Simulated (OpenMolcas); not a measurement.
Cl3+: the spin-orbit constant, Slater's ratio, worked from levels

```json
{
 "Program": "OpenMolcas",
 "Basis": "ANO-RCC-VQZP [6s5p3d2f1g]",
 "Scalar Hamiltonian": "DKH2, point nucleus",
 "Active space": "4 electrons in 8 orbitals (3s 3p 4s 4p)",
 "State averaging": "2S+1 = 3 even, 3 roots; 2S+1 = 1 even, 11 roots; 2S+1 = 5 odd, 1 root; 2S+1 = 3 odd, 9 roots; 2S+1 = 1 odd, 8 roots",
 "Spin-orbit coupling": "state interaction with AMFI integrals over the reference wave functions, term energies averaged over their components"
}
```

Methods: CASSCF; MS-CASPT2, IPEA 0.25 Eh, imaginary shift 0.1 Eh (closed shells correlated: 2s 2p). Measured levels: Moore, Atomic Energy Levels, vol. I, NSRDS-NBS 35 (1971 reprint of NBS Circular 467, 1949).

**The spin-orbit constant.** For the Hund term 3P of p2, E(J) = (A/2) J(J+1) + constant and ζ = 2S·A = 2A. From J = 0 to J = 2 the energy changes by 3 A.

```json
{"Source": "CASSCF", "E(2) - E(0)": "1201.3", "A": "400.4", "ζ": "801"}
{"Source": "MS-CASPT2", "E(2) - E(0)": "1194.6", "A": "398.2", "ζ": "796"}
{"Source": "measured", "E(2) - E(0)": "1341.0", "A": "447.0", "ζ": "894"}
```

All in cm-1. MS-CASPT2 is off by -10.9 % and CASSCF by -10.4 %. Both methods take the spin-orbit matrix elements from the reference wave functions, so the second can move ζ only through the term energies and any multistate remixing. Second-order mixing with other terms is absorbed into this ζ.

**Slater's ratio.** With one set of orbitals, p2 has 1D - 3P = 6 F2 and 1S - 1D = 9 F2 (F2 = F²/25), a ratio of 3/2. Term energies are centres of gravity, weighted by 2J + 1.

```csv
Source,1D - 3P,1S - 3P,F2 from the first,Ratio
CASSCF,15874,29342,2646,0.848
MS-CASPT2,12893,30736,2149,1.384
measured,12857,31641,2143,1.461
```

Energies in cm-1. A ratio away from 3/2 shows effects beyond one configuration with one set of orbitals, and in heavier atoms second-order spin-orbit shifts. In CASSCF the valence s occupation is 1.91 in 1S against 1.97 in 1D: mixing out of s² acts most on 1S and pulls it down.

Term energies are means over components that CASPT2 splits; among the terms shown or strongly mixed into the levels shown the widest spread is 67 cm-1 (3s2 3p2 1D, MS-CASPT2). Over all roots computed the reference weight is 0.84 to 0.99 in MS-CASPT2; the roots of lowest weight are the least certain, and an intruder state may touch them. Active for correlation alone: 4p 4s; no level in the range computed is led by a configuration that fills them, so any true level of that kind is missing. Computed and measured levels are paired by configuration, term and J; levels that our copy of the source lacks, or whose pairing is in doubt (as where it misses far off the trend of its configuration), stay unpaired and out of the deviations. Levels of configurations outside the active space are missing.
